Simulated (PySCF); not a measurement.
Compound: Au(PF3)F (singlet state).
Geometry (PBE0-D3(BJ)/def2-SVP, Å), atoms numbered from 1 in this order:
```xyz
6
AuF4P angstrom
Au     0.002    0.002   -1.484
P     -0.001    0.001    0.667
F      0.121    1.377    1.412
F      1.130   -0.799    1.405
F     -1.257   -0.580    1.408
F      0.006   -0.001   -3.408
```

Theory: PBE0-D3(BJ)/def2-SVP geometry optimisation, gas phase, def2 core potentials past Kr in PySCF.

Question: Which atoms are bound to Au1, and at what distances?

Answer: 2 atoms: F6 1.925 Å, P2 2.150 Å. The nearest atom not counted as bound is F4, at 3.20 Å (others tie with it).

Question: What is the shape at Au1?

Answer: Linear: angle 179.9°.

Question: What are the other bond lengths?

Answer: P2–F3, P2–F4, P2–F5 1.570 Å.

Question: Give some angles away from the centre.

Answer: Au1–P2–F3 118.3°, F3–P2–F4 99.7°.

Question: What are the rotational constants (commonest isotopes, rigid rotor)?

Answer: A = 4632, B = 815.5, C = 815.1 MHz: a prolate symmetric top.

Point group: C3v (tolerance 0.08 Å). Charge 0, singlet. No frequency check.
